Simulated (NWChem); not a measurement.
Species: PbI$_{2}$, singlet; SMILES [Pb]([I])[I]

Program: NWChem. Medium grid unless said otherwise, to which SCAN and Minnesota functionals are sensitive. Low-valent species are run as closed-shell singlets; no triplet was tried in these runs. Geometry: optimised at PBE0/def2-SVP. def2 effective core potentials on I, Pb; no spin-orbit coupling. Level r2SCAN/def2-SVP: energy and gradient; each run changes one setting, and changes count from the defaults (medium grid, exact Coulomb integrals, symmetry on).

| setting | size of the energy change (μHa) | largest change of a gradient component (μHa/bohr) |
|---|---|---|
| defaults | < 10 | < 30 |
| coarse grid | 40 | < 30 |
| tight SCF thresholds and tolerances | < 10 | < 30 |
| extra-fine grid | < 10 | < 30 |
